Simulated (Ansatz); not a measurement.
Si₁₆BH₂₄, a doped nanocrystal cut from the lattice of silicon (B on an inner site). The state is a doublet with charge 0. Geometry PBE-D4/def2-SVP; atoms count from 1.

```xyz
41

Si    3.6466    1.2768    1.5537
Si    1.8744   -2.4042    0.6403
Si   -3.4769    1.0828    1.0523
Si   -1.7531   -2.1924    0.4520
B     0.1023    0.8321    1.0635
Si    2.1568    0.5096   -1.8911
Si   -1.5663    0.5942   -2.1447
Si    0.2822   -2.6878   -2.7848
Si    1.4419    1.8616    2.2391
Si   -1.4238    1.8417    2.0067
Si    0.0833   -1.1201    1.4969
Si    3.9681    1.4986   -0.7643
Si    2.1431   -1.8257   -1.6255
Si   -3.7030   -1.2362    1.3499
Si   -3.5037    1.5773   -1.2450
Si   -1.6639   -1.7380   -1.8560
Si    0.2347    1.4015   -0.8444
H     4.5513    2.2225    2.3110
H     3.9453   -0.1266    2.0082
H     1.5077   -3.8667    0.7201
H     3.1566   -2.2093    1.4080
H    -4.5441    1.8556    1.7985
H    -1.7124   -3.6848    0.6834
H     2.1819    0.8608   -3.3600
H    -1.3760    0.9397   -3.6027
H     0.2440   -4.1904   -2.6490
H     0.3685   -2.3444   -4.2516
H     1.3320    1.5370    3.7096
H     1.3424    3.3621    2.1045
H    -1.4936    1.5952    3.4955
H    -1.3863    3.3374    1.8042
H    -0.0333   -1.3987    2.9807
H     5.2882    0.8716   -1.1448
H     4.0234    2.9687   -1.0932
H     3.4220   -2.4100   -2.1810
H    -3.8449   -1.5644    2.8144
H    -4.9402   -1.7070    0.6242
H    -4.7524    0.9926   -1.8607
H    -3.5078    3.0690   -1.4625
H    -2.8968   -2.2874   -2.5372
H     0.2818    2.9055   -1.0183
```

Single mean-field runs in def2-TZVP are fitted with def2-universal-jkfit.

Q: Estimate the Mulliken populations of the heavy atoms from the PBE0/def2-TZVP orbitals of Ansatz.

A: 
| atom | charge (e) | spin (α − β) |
| --- | --- | --- |
| Si1 | -0.01 | 0.12 |
| Si2 | -0.04 | 0.03 |
| Si3 | -0.01 | 0.12 |
| Si4 | -0.01 | 0.04 |
| B5 | 0.11 | 0.24 |
| Si6 | -0.02 | 0.04 |
| Si7 | -0.01 | 0.04 |
| Si8 | -0.02 | 0.00 |
| Si9 | 0.00 | 0.15 |
| Si10 | -0.02 | 0.15 |
| Si11 | -0.05 | 0.00 |
| Si12 | -0.01 | 0.00 |
| Si13 | 0.00 | 0.00 |
| Si14 | -0.01 | 0.00 |
| Si15 | -0.02 | 0.00 |
| Si16 | -0.01 | 0.00 |
| Si17 | -0.08 | 0.00 |
Mulliken values depend strongly on the basis.

Q: Where does the spin sit?

A: Summed by element: Si 0.68, B 0.24, H 0.08, of 1 unpaired in all. Largest on single atoms: B5 0.24, Si10 0.15, Si9 0.15.

Q: And the Mayer bond orders between heavy atoms (over 0.3)?

A: Si1–Si9 0.89 (2.38 Å); Si1–Si12 0.95 (2.35 Å); Si2–Si11 0.93 (2.36 Å); Si2–Si13 0.94 (2.35 Å); Si3–Si10 0.88 (2.39 Å); Si3–Si14 0.95 (2.35 Å); Si3–Si15 0.95 (2.35 Å); Si4–Si11 0.91 (2.37 Å); Si4–Si14 0.94 (2.35 Å); Si4–Si16 0.94 (2.35 Å); B5–Si9 0.68 (2.06 Å); B5–Si10 0.67 (2.06 Å); B5–Si11 0.90 (2.00 Å); B5–Si17 0.90 (2.00 Å); Si6–Si12 0.95 (2.35 Å); Si6–Si13 0.94 (2.35 Å); Si6–Si17 0.91 (2.36 Å); Si7–Si15 0.94 (2.35 Å); Si7–Si16 0.94 (2.35 Å); Si7–Si17 0.91 (2.36 Å); Si8–Si13 0.95 (2.36 Å); Si8–Si16 0.94 (2.36 Å).
